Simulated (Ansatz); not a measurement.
Zn6O10H8, relaxed as a singlet with RKS PBE-D4/def2-SVP in Ansatz, starting from the GFN2-xTB geometry. Force threshold 0.03 eV/Å.

Start:

Cartesian coordinates in Å:
```
Zn -0.889 -0.797 -1.269
Zn 1.202 0.277 0.930
Zn -0.920 1.527 0.367
Zn -1.043 -0.189 2.405
Zn 2.164 -0.781 -1.527
Zn 1.027 1.693 -1.468
O -2.250 -1.505 -2.077
O 0.726 -1.593 -2.144
O -0.853 1.367 -1.838
O -0.532 -0.375 0.477
O -2.108 -1.124 3.389
O -1.801 1.663 1.954
O 2.401 0.830 -2.430
O 2.671 -0.780 0.189
O 0.936 2.043 0.245
O 0.922 0.073 2.769
H -2.953 -1.855 -1.532
H 0.619 -2.364 -2.706
H -1.465 1.695 -2.508
H -1.711 -1.746 3.997
H -2.733 1.836 2.105
H 2.458 0.872 -3.389
H 2.973 -1.546 0.688
H 1.159 0.781 3.373
```

```csv
step,energy (eV),largest force component (eV/Å),SCF passes
1,-311006.5919,2.428,25
2,-311007.7407,1.293,21
3,-311008.2220,0.595,27
4,-311008.3363,0.447,22
5,-311008.3775,1.813,28
6,-311008.4625,1.082,22
7,-311008.5544,0.387,22
8,-311008.6815,0.660,23
9,-311008.8325,0.824,21
10,-311008.8751,0.853,27
11,-311009.0405,0.455,21
12,-311009.1445,0.509,22
13,-311009.2526,0.638,22
14,-311009.3649,0.670,22
15,-311009.4924,0.267,21
16,-311009.6728,0.406,21
17,-311009.9340,0.495,22
18,-311010.1306,0.262,21
19,-311010.1848,0.296,21
20,-311010.1881,0.241,22
21,-311010.2088,0.095,21
22,-311010.2121,0.034,22
23,-311010.2137,0.043,21
24,-311010.2146,0.089,21
25,-311010.2148,0.033,23
26 (rejected),-311010.2148,0.034,22
27,-311010.2149,0.006,23
```

Force components are those of the run's own axes.

End:

```xyz
24

Zn   -1.126   -1.385   -0.538
Zn    1.776    1.046    1.121
Zn   -0.770    2.088    0.328
Zn   -0.643   -0.198    1.982
Zn    1.663   -1.003   -0.817
Zn    0.793    1.619   -1.538
O    -2.042   -0.500   -1.922
O     0.485   -2.556   -0.962
O    -1.139    2.050   -1.611
O     0.162    0.033    0.127
O    -1.681   -1.745    1.389
O    -1.678    1.530    1.952
O     1.748    0.186   -2.438
O     3.037   -0.347    0.428
O     1.164    2.583    0.148
O     1.044    0.345    2.859
H    -3.008   -0.619   -1.936
H     0.464   -2.993   -1.833
H    -1.584    1.158   -1.797
H    -1.330   -2.602    1.694
H    -2.640    1.418    1.837
H     1.173   -0.166   -3.144
H     3.252   -0.976    1.143
H     0.878    1.035    3.529
```

Bonds formed: Zn1–O11, Zn5–O10 (atoms count from 1).

No frequencies were taken in this run, so the end may be a saddle point.

It took 2.2 min on 2 threads of AMD EPYC 7R13 on a shared host and a share (18 GiB) of an NVIDIA H100 80GB HBM3.
